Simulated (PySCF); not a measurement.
Sn(H)(F)2(vinyl) (C2H4F2Sn), SMILES C=[CH][SnH]([F])[F].

Coordinates come from a PBE0-D3(BJ)/def2-SVP optimisation. The structure was generated by enumeration; whether it is a known compound was not checked. The def2 effective core potentials stand for the cores of Sn; spin–orbit coupling is left out. The values are those of a single conformer.

Calculation: M06-2X/def2-TZVP (PySCF).

Gas-phase values at a fixed geometry.

```
Property                                                                                                        Value
---------------------------------------------------------------------------------------------  ----------------------
total energy                                                                                       -492.58641 hartree
point group                                                                                                        Cs
highest occupied level                                                                                      -10.25 eV
lowest empty level                                                                                           -0.59 eV
orbital gap                                                                                                   9.66 eV
dipole moment                                                                                                  4.56 D
quadrupole, principal values (traceless, Buckingham form, about the centre of nuclear charge)   -9.86, 1.02, 8.84 D·Å
mean static polarisability                                                                       56.3 bohr³ (8.34 Å³)
polarisability, principal values                                                               43.2, 54.1, 71.4 bohr³
```
